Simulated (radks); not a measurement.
The numbers below are computed, except where a source is named.
F1.1+, configuration 1s(up 1, down 0.9) 2s2 2p4 (fractional occupations, a model configuration).

Level of theory: non-relativistic Kohn-Sham, LDA (Slater exchange, Perdew-Wang correlation), spin-polarised, spherical densities, point nucleus; open shells are filled with parallel spins first (a radial shooting solver on a logarithmic mesh with Libxc functionals).

Energy parts (eV):
| part | energy |
|---|---|
| total | -2610.738 |
| kinetic | 2600.577 |
| electron-nucleus | -6125.077 |
| Hartree | 1157.601 |
| exchange-correlation | -243.839 |

Orbitals (lengths in bohr, moments of r in powers of bohr):
orbital  occ.  eigenvalue (eV)     <r^4>
1s up       1        -690.1317  0.004644
1s down   0.9        -685.5823  0.004622
2s up       1         -50.9412     2.236
2s down     1         -47.0195     2.505
2p up       3         -32.4848     3.039
2p down     1         -28.4585     3.828

The highest occupied level is 2p down at -28.458 eV. The spin density at the nucleus is 21.66 e/bohr^3 (1s 20.98, 2s 0.68), a Fermi contact field of 1.14e+03 T. Summed over all electrons, <r^2> = 7.000 bohr^2, which gives a Langevin (diamagnetic) susceptibility term of -5.54 x 10^-6 cm^3/mol.
